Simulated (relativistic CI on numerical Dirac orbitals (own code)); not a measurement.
# Energy levels of Tm XXXIII

These numbers are calculated, not measured: Dirac-Coulomb-Breit CI, separate exchange-only KLI orbitals for each configuration, QED by a radiative potential, unscaled Slater integrals (own radial code, finite nucleus).

CI space (outside the closed core [Ar] 3d10): 4s2 4p6 4d, 4s2 4p5 4d2, 4s2 4p6 4f, 4s 4p6 4d2, 4s2 4p5 4d 4f, 4s 4p6 4d 4f, 4s2 4p6 5s, 4s2 4p6 5p, 4s2 4p6 5d, 4p6 4d3, 4p5 4d4, 4p5 4d3 4f, 4s 4p6 4f2, 4s 4p5 4f3, 4p6 4f3. Double excitations out of closed p, d and f shells are left out; levels of such configurations are missing from the list, as are those of other unlisted configurations, and high levels can miss mixing partners.

The lowest level is 4s2 4p6 4d 2D_3/2, with 99 % of that term; Hund's rules for 4s2 4p6 4d give 2D with J = 3/2, in agreement.

```tsv
No.	Configuration	Term	J	E (cm⁻¹)	%	Next component (%)	jj configuration (%)
1	4s2 4p6 4d	2D	3/2	0	99		4d3/2 (99)
2	4s2 4p6 4d	2D	5/2	103914	99		4d5/2 (99)
3	4p5 4d2(3F)	4D°	1/2	1079445	89	10 2P°	4p3/2^3 4d3/2^2 (85)
4	4p5 4d2(3F)	4D°	3/2	1081729	52	22 4F°	4p3/2^3 4d3/2^2 (94)
5	4p5 4d2(3F)	4F°	5/2	1105939	38	19 2D°	4p3/2^3 4d3/2^2 (90)
6	4p5 4d2(3F)	4G°	7/2	1120663	36	29 2G°	4p3/2^3 4d3/2^2 (96)
7	4p5 4d2(3F)	4D°	5/2	1168378	47	24 4P°	4p3/2^3 4d3/2 4d5/2 (95)
8	4p5 4d2(3P)	4P°	3/2	1169603	34	20 2P°	4p3/2^3 4d3/2^2 (86)
9	4p5 4d2(3F)	4G°	9/2	1190031	72	14 2G°	4p3/2^3 4d3/2 4d5/2 (99)
10	4p5 4d2(3P)	4D°	7/2	1190464	48	32 4F°	4p3/2^3 4d3/2 4d5/2 (89)
11	4p5 4d2(1D)	2D°	3/2	1207666	38	37 4D°	4p3/2^3 4d3/2 4d5/2 (88)
12	4p5 4d2(3P)	4P°	5/2	1210873	42	34 2F°	4p3/2^3 4d3/2 4d5/2 (95)
13	4p5 4d2(3F)	4G°	11/2	1217682	54	46 2H°	4p3/2^3 4d3/2 4d5/2 (87)
14	4p5 4d2(3F)	2G°	7/2	1229039	45	30 2F°	4p3/2^3 4d3/2 4d5/2 (98)
15	4p5 4d2(3P)	4P°	1/2	1242500	37	26 2P°	4p3/2^3 4d3/2 4d5/2 (97)
16	4p5 4d2(1D)	2F°	7/2	1259528	40	31 4D°	4p3/2^3 4d3/2 4d5/2 (93)
17	4p5 4d2(3P)	2D°	5/2	1263995	40	37 4D°	4p3/2^3 4d3/2 4d5/2 (92)
18	4p5 4d2(3P)	2D°	3/2	1273727	31	27 4S°	4p3/2^3 4d3/2 4d5/2 (94)
19	4p5 4d2(1G)	2G°	9/2	1276671	50	35 4F°	4p3/2^3 4d3/2 4d5/2 (85)
20	4p5 4d2(1G)	2H°	11/2	1301423	54	46 4G°	4p3/2^3 4d5/2^2 (87)
21	4p5 4d2(1G)	2F°	5/2	1311221	53	27 4s2 4p6 4f 2F°	4p3/2^3 4d3/2 4d5/2 (54)
22	4p5 4d2(1D)	2D°	5/2	1316416	52	17 4P°	4p3/2^3 4d5/2^2 (89)
23	4p5 4d2(1D)	2F°	7/2	1320645	43	34 4D°	4p3/2^3 4d5/2^2 (83)
24	4p5 4d2(1G)	2G°	9/2	1339105	53	28 4F°	4p3/2^3 4d5/2^2 (84)
25	4p5 4d2(3F)	4F°	3/2	1345182	34	33 2D°	4p3/2^3 4d3/2 4d5/2 (79)
26	4p5 4d2(1D)	2P°	1/2	1353862	64	17 2S°	4p3/2^3 4d5/2^2 (92)
27	4p5 4d2(3F)	2F°	7/2	1405699	38	26 4D°	4p3/2^3 4d5/2^2 (79)
28	4p5 4d2(3P)	2P°	1/2	1416927	51	32 4D°	4p3/2^3 4d3/2 4d5/2 (71)
29	4p5 4d2(1S)	2P°	3/2	1435136	62	23 2D°	4p3/2^3 4d5/2^2 (96)
30	4p5 4d2(3F)	2D°	5/2	1488209	30	25 4F°	4p3/2^3 4d5/2^2 (64)
31	4p5 4d2(1S)	2P°	3/2	1488930	38	23 4S°	4p3/2^3 4d5/2^2 (78)
32	4s2 4p6 4f	2F°	5/2	1517874	46	25 4s2 4p5 4d2 4G°	4f5/2 (46)
33	4s2 4p6 4f	2F°	7/2	1534203	64	23 4s2 4p5 4d2 2G°	4f7/2 (64)
34	4p5 4d2(3F)	2F°	5/2	1686901	41	30 4G°	4p1/2 4p3/2^4 4d3/2^2 (48)
35	4p5 4d2(3F)	4G°	7/2	1698744	45	25 2G°	4p1/2 4p3/2^4 4d3/2 4d5/2 (98)
36	4p5 4d2(3P)	2D°	5/2	1714142	31	29 2F°	4p1/2 4p3/2^4 4d3/2 4d5/2 (83)
37	4p5 4d2(3P)	4D°	3/2	1720788	40	31 2D°	4p1/2 4p3/2^4 4d3/2 4d5/2 (98)
38	4p5 4d2(3P)	4P°	1/2	1727759	39	31 2S°	4p1/2 4p3/2^4 4d3/2 4d5/2 (98)
39	4p5 4d2(1G)	2H°	9/2	1738480	41	39 2G°	4p1/2 4p3/2^4 4d3/2 4d5/2 (94)
40	4p5 4d2(3P)	2P°	1/2	1782563	63	24 4D°	4p1/2 4p3/2^4 4d3/2^2 (82)
41	4p5 4d2(3F)	4D°	7/2	1809040	40	32 2F°	4p1/2 4p3/2^4 4d5/2^2 (96)
42	4p5 4d2(3F)	2D°	3/2	1834966	40	14 4P°	4p1/2 4p3/2^4 4d5/2^2 (63)
43	4p5 4d2(3F)	2G°	9/2	1840991	44	27 2H°	4p1/2 4p3/2^4 4d5/2^2 (94)
44	4p5 4d2(1D)	2D°	3/2	1847085	63	29 2P°	4p1/2 4p3/2^4 4d3/2^2 (56)
45	4p5 4d2(1D)	2F°	5/2	1857307	37	36 2D°	4p1/2 4p3/2^4 4d5/2^2 (99)
46	4p5 4d2(3F)	2D°	5/2	1902364	66	13 2F°	4p1/2 4p3/2^4 4d3/2 4d5/2 (83)
47	4p5 4d2(1G)	2F°	7/2	1911337	67	21 2G°	4p1/2 4p3/2^4 4d3/2 4d5/2 (84)
48	4p5 4d2(3P)	2P°	3/2	1912160	66	12 4S°	4p1/2 4p3/2^4 4d3/2 4d5/2 (87)
49	4p5 4d2(1S)	2P°	1/2	1925409	86	10 4D°	4p1/2 4p3/2^4 4d5/2^2 (93)
50	4s 4d2(3F)	4F	3/2	2311965	68	20 4s2 4p5 4d 4f 4F	4s 4d3/2^2 (71)
51	4s 4d2(3F)	4F	5/2	2346582	61	17 4s2 4p5 4d 4f 4F	4s 4d3/2^2 (57)
52	4s 4d2(3P)	4P	1/2	2384561	62	20 4s2 4p5 4d 4f 4P	4s 4d3/2^2 (59)
53	4s 4d2(3F)	4F	7/2	2415551	74	19 4s2 4p5 4d 4f 4F	4s 4d3/2 4d5/2 (71)
54	4s 4d2(3P)	4P	3/2	2438239	70	21 4s2 4p5 4d 4f 4P	4s 4d3/2 4d5/2 (74)
55	4s 4d2(3P)	4P	5/2	2439201	42	19 2D	4s 4d3/2 4d5/2 (66)
56	4s 4d2(3F)	4F	9/2	2462852	56	19 2G	4s 4d3/2 4d5/2 (52)
57	4s2 4p5 4d 4f	4G	5/2	2470807	83	9 2F	4p3/2^3 4d3/2 4f5/2 (89)
58	4s2 4p5 4d 4f	4G	7/2	2497947	30	25 4s 4p6 4d2 2G	4p3/2^3 4d3/2 4f5/2 (52)
59	4s 4d2(1D)	2D	3/2	2501320	40	18 4s2 4p5 4d 4f 2D	4s 4d3/2 4d5/2 (47)
60	4s 4d2(3F)	2F	5/2	2519774	38	14 4P	4s 4d3/2 4d5/2 (41)
61	4s2 4p5 4d 4f	4G	7/2	2525852	49	26 4s 4p6 4d2 2G	4s 4d3/2 4d5/2 (29)
62	4s2 4p5 4d 4f	4D	1/2	2530805	48	24 2P	4p3/2^3 4d3/2 4f5/2 (68)
63	4s2 4p5 4d 4f	2I	11/2	2533806	38	38 4I	4p3/2^3 4d3/2 4f5/2 (98)
64	4s2 4p5 4d 4f	4H	9/2	2548125	20	18 2G	4p3/2^3 4d3/2 4f5/2 (47)
65	4s2 4p5 4d 4f	4F	5/2	2557396	36	25 4D	4p3/2^3 4d3/2 4f5/2 (71)
66	4s2 4p5 4d 4f	4G	9/2	2559486	48	14 4F	4p3/2^3 4d3/2 4f7/2 (55)
67	4s2 4p5 4d 4f	4D	3/2	2563641	59	19 4F	4p3/2^3 4d3/2 4f5/2 (58)
68	4s2 4p5 4d 4f	4D	7/2	2568386	31	21 4F	4p3/2^3 4d3/2 4f7/2 (66)
69	4s2 4p5 4d 4f	4I	13/2	2568660	72	21 2I	4p3/2^3 4d3/2 4f7/2 (68)
70	4s2 4p5 4d 4f	2H	9/2	2573760	30	20 4I	4p3/2^3 4d3/2 4f5/2 (46)
```

Energies count from the lowest computed level; ° marks odd parity. Percentages are summed over parent terms; the parents shown are those of the largest component, closed shells are left out there. Filled j subshells are mostly left out of the jj labels.

The mean weight of the leading LS term, summed over parents, in these 70 levels is 51 %, and that of the leading jj configuration (from the same eigenvectors) 78 %, so jj coupling describes them better and the LS labels are nominal.

At this charge energies of transitions that change n are usually good to better than 1 %, and those within a shell (Δn = 0) to a few per cent.

LS names give the leading component of a level, which can be under half, so a name can repeat, a term be missing and a line seem to break the LS rules.
